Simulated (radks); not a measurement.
Spherical quantum dot in the effective-mass picture: electrons in a parabolic well V = omega^2 r^2 / 2 with omega = 0.0931, with a point charge +1 (a donor) at the centre, all in effective atomic units (hartree* = m*/eps^2 hartree, bohr* = eps/m* bohr), one dielectric constant everywhere. Calculated with a radial shooting solver with Libxc functionals: non-relativistic Kohn-Sham, LDA (Slater exchange, Perdew-Wang correlation), spin-polarised, spherical densities. Levels are named by radial order and angular momentum (1s, 1p, 1d, 2s, ...), and open shells are averaged over m. Each electron was tried in the lowest free levels, single moves between levels near the top were tried too, and the lowest total energy was kept; such a search can miss a lower state. At N = 1 the Hartree and exchange-correlation terms need not cancel, so that row can carry a self-interaction error.

| N | open shells | 2S | E (hartree*) | addition energy mu(N+1) - mu(N) (hartree*) | e(HOMO) (hartree*) | rms radius (bohr*) |
|---|---|---|---|---|---|---|
| 1 | 1s(up 1, down 0) | 1 | -0.464824 | 0.4841 | -0.24730 | 1.748 |
| 2 | none | 0 | -0.445545 | 0.3803 | 0.15190 | 2.496 |
| 3 | 1p(up 1, down 0) | 1 | -0.0459321 | 0.1249 | 0.46143 | 3.998 |
| 4 | 1p(up 2, down 0) | 2 | 0.478603 | 0.1231 | 0.58700 | 4.817 |
| 5 | 1p(up 3, down 0) | 3 | 1.12628 | 0.1219 | 0.70737 | 5.419 |
| 6 | 1p(up 3, down 0) 2s(up 1, down 0) | 4 | 1.89585 | 0.1320 | 0.82458 | 5.957 |
| 7 | 1p(up 3, down 1) 2s(up 1, down 0) | 3 | 2.79740 | 0.1007 | 0.95205 | 6.392 |
| 8 | 1p(up 3, down 2) 2s(up 1, down 0) | 2 | 3.79960 | 0.09898 | 1.0521 | 6.769 |
| 9 | 2s(up 1, down 0) | 1 | 4.90079 | 0.1005 | 1.1499 | 7.107 |
| 10 | none | 0 | 6.10243 | 0.1246 | 1.2509 | 7.434 |
| 11 | 1d(up 1, down 0) | 1 | 7.42866 | 0.08811 | 1.3706 | 7.747 |
| 12 | 1d(up 2, down 0) | 2 | 8.84300 | 0.08645 | 1.4578 | 8.032 |
| 13 | 1d(up 3, down 0) | 3 | 10.3438 | 0.08481 | 1.5435 | 8.295 |
| 14 | 1d(up 4, down 0) | 4 | 11.9294 | 0.08323 | 1.6275 | 8.540 |
| 15 | 1d(up 5, down 0) | 5 | 13.5982 | 0.09578 | 1.7099 | 8.771 |
| 16 | 1d(up 5, down 1) | 4 | 15.3628 | 0.07864 | 1.8041 | 8.994 |
| 17 | 1d(up 5, down 2) | 3 | 17.2061 | 0.07759 | 1.8822 | 9.204 |
| 18 | 1d(up 5, down 3) | 2 | 19.1270 | 0.07653 | 1.9593 | 9.405 |
| 19 | 1d(up 5, down 4) | 1 | 21.1243 | 0.07547 | 2.0353 | 9.596 |
| 20 | none | 0 | 23.1972 | 0.1044 | 2.1102 | 9.780 |
| 21 | 1f(up 1, down 0) | 1 | 25.3745 | 0.07187 | 2.2133 | 9.967 |
| 22 | 1f(up 2, down 0) | 2 | 27.6236 | 0.07104 | 2.2848 | 10.15 |
| 23 | 1f(up 3, down 0) | 3 | 29.9438 | 0.07024 | 2.3554 | 10.32 |
| 24 | 1f(up 4, down 0) | 4 | 32.3342 | 0.06945 | 2.4253 | 10.48 |
| 25 | 1f(up 5, down 0) | 5 | 34.7941 | 0.06869 | 2.4943 | 10.64 |
| 26 | 1f(up 6, down 0) | 6 | 37.3226 | 0.06794 | 2.5626 | 10.80 |
| 27 | 1f(up 7, down 0) | 7 | 39.9191 | 0.07882 | 2.6302 | 10.95 |
| 28 | 1f(up 7, down 1) | 6 | 42.5944 | 0.06574 | 2.7083 | 11.09 |
| 29 | 1f(up 7, down 2) | 5 | 45.3355 | 0.06517 | 2.7737 | 11.24 |
| 30 | 1f(up 7, down 3) | 4 | 48.1417 | 0.06459 | 2.8386 | 11.37 |
| 31 | 1f(up 7, down 4) | 3 | 51.0126 | 0.06403 | 2.9029 | 11.51 |
| 32 | 1f(up 7, down 5) | 2 | 53.9474 | 0.06347 | 2.9667 | 11.64 |
| 33 | 1f(up 7, down 6) | 1 | 56.9457 | 0.06292 | 3.0299 | 11.77 |
| 34 | none | 0 | 60.0069 | 0.07455 | 3.0925 | 11.90 |
| 35 | 3s(up 1, down 0) | 1 | 63.1427 | 0.06360 | 3.1669 | 12.02 |
| 36 | 2p(up 1, down 0) 3s(up 1, down 0) | 2 | 66.3421 | 0.06188 | 3.2304 | 12.14 |
| 37 | 2p(up 2, down 0) 3s(up 1, down 0) | 3 | 69.6034 | 0.06163 | 3.2921 | 12.26 |
| 38 | 2p(up 3, down 0) 3s(up 1, down 0) | 4 | 72.9263 | 0.06711 | 3.3536 | 12.38 |
| 39 | 2p(up 3, down 0) 1g(up 1, down 0) 3s(up 1, down 0) | 5 | 76.3163 | 0.05925 | 3.4197 | 12.50 |
| 40 | 2p(up 3, down 0) 1g(up 2, down 0) 3s(up 1, down 0) | 6 | 79.7655 | 0.05883 | 3.4787 | 12.61 |
| 41 | 2p(up 3, down 0) 1g(up 3, down 0) 3s(up 1, down 0) | 7 | 83.2736 | 0.05842 | 3.5374 | 12.72 |
| 42 | 2p(up 3, down 0) 1g(up 4, down 0) 3s(up 1, down 0) | 8 | 86.8401 | 0.05802 | 3.5956 | 12.83 |
| 43 | 2p(up 3, down 0) 1g(up 5, down 0) 3s(up 1, down 0) | 9 | 90.4646 | 0.05762 | 3.6534 | 12.94 |
| 44 | 2p(up 3, down 0) 1g(up 6, down 0) 3s(up 1, down 0) | 10 | 94.1468 | - | 3.7108 | 13.04 |

All shells are closed at N = 2, 10, 20, 34 (there: 1s2 1p6 1d10 2s2 1f14); the second difference of the energy has clear peaks (12 % above both neighbours; the first and last values, which can be the largest, are not judged, and half-filled shells can peak too) at N = 10, 15, 20, 27, 34.
